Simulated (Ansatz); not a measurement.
System: GeBr2, net charge 1, doublet state. 
Coordinates optimised at B3LYP-D3(BJ)/def2-TZVP (Ansatz, a quantum-chemistry and plane-wave program):
```xyz
3

Ge    -0.0110    -0.0243     0.7678
Br     1.0941    -1.6255    -0.3871
Br    -1.0840     1.6477    -0.3149
```
Charge +1, spin multiplicity 2.

Basis-set convergence of Hartree-Fock and MP2 correlation energies (hartree) with Ansatz. Cores are frozen in the correlated levels unless marked. UHF or UKS for open shells. No spin-orbit coupling. The frozen core is the preceding noble-gas configuration, with the filled d and f shells of earlier blocks. No relativistic terms.

```json
[
 {"basis": "cc-pVDZ", "functions": "81", "E(HF)": "-7219.87063", "E(corr, MP2)": "-0.28321"},
 {"basis": "cc-pVTZ", "functions": "129", "E(HF)": "[?]", "E(corr, MP2)": "[?]"}
]
```

Fill in the missing entries.


- cc-pVTZ, E(HF): -7220.10256
- cc-pVTZ, E(corr, MP2): -0.38173
